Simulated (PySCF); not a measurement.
Species: C6H10NSi (doublet state).
Atom-mapped SMILES: `[CH:1]#[C:2]/[CH:3]=[C:4](\[CH2:5])[SiH2:6][NH:7][CH3:8]` (hydrogens: H9 on C1; H10 on C3; H11, H12 on C5; H13, H14 on Si6; H15 on N7; H16, H17, H18 on C8)

Cartesian coordinates in Å at the GFN2-xTB level; atoms count from 1:
```xyz
18
C6H10NSi angstrom
C     -3.7179    1.9236   -0.0460
C     -2.6359    1.3988    0.0972
C     -1.4005    0.8061    0.2647
C     -0.9865   -0.3706   -0.3865
C     -1.7974   -1.0206   -1.2644
Si     0.7351   -1.0369    0.0217
N      1.8331    0.1407   -0.5823
C      3.2639    0.0033   -0.4567
H     -4.6535    2.3826   -0.1654
H     -0.7181    1.2911    0.9489
H     -2.7837   -0.6542   -1.5021
H     -1.4831   -1.9263   -1.7521
H      0.9678   -1.0887    1.4710
H      0.8610   -2.3945   -0.5367
H      1.5810    0.6488   -1.4175
H      3.4859   -0.4638    0.5001
H      3.6989   -0.6178   -1.2481
H      3.7412    0.9845   -0.4870
```

The hyperfine couplings belong to this conformer and change with its torsions.

Method: PySCF, UKS B3LYP, pcH-1 on C H N Si, non-relativistic, mean-field spin-orbit, GIAO. Isolated species at its GFN2-xTB geometry (one conformer only). A GFN2-xTB geometry isn't a minimum of the functional, and hyperfine couplings can be far from their values at a DFT geometry. Stability of the SCF solution: not tested. ⟨S²⟩ is 0.783 where a pure state has 0.75.

Question: Predict the first-order ENDOR lines of H10, H12, H11, H9 and H13/H14 under fast tumbling at B = 332.7 mT (X band).

Answer: ν± = |νn ± a/2|, one line for each electron-spin manifold; νn = |g_N| × 7.62259 MHz/T × B.

```tsv
nuclei	isotope	g_N	νn (MHz)	a_iso (MHz)	lower line (MHz)	upper line (MHz)
H10	1H	5.5857	14.17	-42.13	6.90	35.23
H12	1H	5.5857	14.17	-33.14	2.40	30.74
H11	1H	5.5857	14.17	-31.88	1.77	30.10
H9	1H	5.5857	14.17	-27.33	0.50	27.83
H13/H14	1H	5.5857	14.17	-1.75	13.29	15.04
```

Question: Which pairs are centred on the nuclear Larmor frequency, and which on half the coupling?

Answer: Centred on νn, since |a| < 2νn: H9 and H13/H14. Centred on |a|/2 and split by 2νn: H10, H12 and H11.

Question: At what field would the lower line of H12 fall to zero frequency?

Answer: Where νn = |a|/2, that is B = 16.57 MHz/(5.5857 × 7.62259 MHz/T) = 389 mT, as far as first order holds there.

Couplings of abundant isotopes left out: N7 (-1.5 MHz).

Means are taken over nuclei equivalent by connectivity, which assumes that they swap fast. H11 and H12 aren't averaged: C5 is flat or nearly so (angle sum 360°), and its turn about the short C5–C4 bond (1.36 Å) is taken as slow. The 1H value of -1.7 MHz is a mean of couplings from -4.4 to 0.9 MHz in this one geometry, not an average over conformers.
